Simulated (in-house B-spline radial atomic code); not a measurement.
## Ionising neutral cobalt with different functionals

Computed with an all-electron radial atomic-structure program (B-spline basis): scalar-relativistic (spin-free X2C) Hamiltonian, Fermi nucleus of rms radius 3.7875 fm, spin-polarised at highest spin, spherical fractional occupations for the functionals, and exact exchange of hybrids averaged over the configuration. The ionisation energy is the difference of two self-consistent energies, [Ar] 3d7 4s2 → [Ar] 3d8, without Breit or QED terms; ε is the level of the shell that loses the electron (its least bound occupied spin orbital). The two configurations differ by more than the removed electron.

```tsv
method	rung	ΔSCF (eV)	-ε(4s) (eV)
PBE0	global hybrid	7.82	5.84
B3LYP	global hybrid	8.05	5.84
TPSSh	global hybrid	7.56	5.41
BHandHLYP	global hybrid	8.13	6.49
r2SCAN0	global hybrid	8.00	6.02
B97-1	global hybrid	7.76	5.72
HSE06	range-separated hybrid	7.91	5.52
wB97X	range-separated hybrid	7.73	8.04
CAM-B3LYP	range-separated hybrid	7.91	7.06
LC-wPBE	range-separated hybrid	7.13	8.03
```

(1) Among the functionals, which spreads more, the ΔSCF values or the orbital energies?

(2) How do they compare with the NIST value?

Results:

(1) The orbital energies: ΔSCF values span about 1.01 eV and the orbital energies 2.63 eV.

(2) NIST lists 7.881 eV (measured, ground level to ground level). Errors run from -0.75 to +0.25 eV; HSE06 is closest (+0.03 eV), but part of that can be cancellation, since the calculations leave out spin-orbit coupling, Breit-QED terms, multiplet and fine-structure energies.
